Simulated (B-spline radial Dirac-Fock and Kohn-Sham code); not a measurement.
## Relativistic shifts of the levels of Ge

System: the Ge atom, configuration [Ar] 3d10 4s2 4p2.

Both columns are ΔSCF binding energies of the configuration average from a B-spline atomic structure program: non-relativistic Hartree-Fock with a point nucleus, and Dirac-Fock with a finite nucleus and the Coulomb interaction alone, averaged over the two j levels with weights 2j+1.

| shell | Hartree-Fock (eV) | Dirac-Fock (eV) | shift (eV) | shift (%) |
| --- | --- | --- | --- | --- |
| 1s | 10977.0 | 11134.2 | +157.23 | +1.43 |
| 2s | 1393.2 | 1428.2 | +34.99 | +2.51 |
| 2p | 1230.2 | 1238.1 | +7.92 | +0.64 |
| 3s | 187.9 | 193.6 | +5.64 | +3.00 |
| 3p | 132.9 | 134.0 | +1.18 | +0.89 |
| 3d | 37.33 | 36.35 | -0.98 | -2.63 |
| 4s | 14.36 | 14.69 | +0.34 | +2.35 |
| 4p | 6.91 | 6.88 | -0.03 | -0.48 |

Relativity binds 1s, 2s, 2p, 3s, 3p, 4s more strongly, among those listed most of all 3s in relative terms, and 3d, 4p more weakly.

Values without a named source are computed, but for edge energies of neutral atoms, which are taken from tables.
